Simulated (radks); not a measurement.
The nuclear charge of the vanadium ion V+ is varied continuously with 22 electrons held in [Ar] 3d4. Calculated with a radial shooting solver on a logarithmic mesh with Libxc functionals: non-relativistic Kohn-Sham, LDA (Slater exchange, Perdew-Wang correlation), spin-polarised, spherical densities, point nucleus; open shells are filled with parallel spins first. By the Hellmann-Feynman theorem dE/dZ = E(electron-nucleus)/Z, the electronic potential at the nucleus.

Z,E (hartree),E(electron-nucleus)/Z (hartree),HOMO,e(HOMO) (eV),<r> HOMO (bohr)
22,-847.23177,-91.5000,3d,-1.395,2.244
22.25,-870.28182,-92.8988,3d,-2.946,1.973
22.5,-893.68041,-94.2884,3d,-4.932,1.775
22.75,-917.42533,-95.6698,3d,-7.329,1.624
23,-941.51471,-97.0442,3d,-10.107,1.505
23.25,-965.94697,-98.4130,3d,-13.238,1.409
23.5,-990.72082,-99.7771,3d,-16.694,1.329
23.75,-1015.83520,-101.137,3d,-20.454,1.261
24,-1041.28926,-102.495,3d,-24.499,1.202

The central difference of E at Z = 23 is -97.043 hartree, to compare with the third column; the second derivative is -5.49 hartree.
